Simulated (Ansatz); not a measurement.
Relaxation of BF₂H₃OS (8 atoms, charge 0, multiplicity 1), to a largest force component of 0.03 eV/Å in at most 50 steps.

Level of theory: Ansatz, RKS r2SCAN/def2-SVP.

```xyz
8
Properties=species:S:1:pos:R:3
B 0.072 0.633 -0.154
O -0.187 -0.385 2.227
H -1.080 -0.755 2.146
F 1.234 0.075 -0.431
F -1.054 0.045 -0.526
S -0.035 2.369 0.524
H 1.298 2.471 0.723
H -0.356 0.575 2.382
```

Problem. Where does it end, and by what steps?

Solution. The forces met the threshold. After 9 steps the energy has fallen by 0.177 eV; O2 moved furthest, 0.44 Å. Joined: B1–O2 (2.60 → 1.79 Å).

```csv
step,energy less start (eV),largest force component (eV/Å),accepted
0,0.0000,0.767,yes
1,0.0595,2.301,no
2,-0.0404,0.525,yes
3,-0.0645,0.485,yes
4,-0.1013,0.860,yes
5,-0.1373,0.634,yes
6,-0.1690,0.266,yes
7,-0.1744,0.111,yes
8,-0.1763,0.047,yes
9,-0.1766,0.016,yes
```

```xyz
8
Properties=species:S:1:pos:R:3
B 0.011 0.514 0.194
O -0.134 -0.178 1.844
H -0.919 -0.752 1.827
F 1.164 -0.025 -0.232
F -1.133 0.019 -0.345
S -0.026 2.369 0.528
H 1.308 2.474 0.709
H -0.378 0.608 2.366
```

Whether the end is a true minimum wasn't checked by a vibrational analysis.

The run took 25 s on 2 threads of AMD EPYC 7R43 64-Core Processor (Zen 3), with other jobs on the host, peak memory 0.18 GiB.
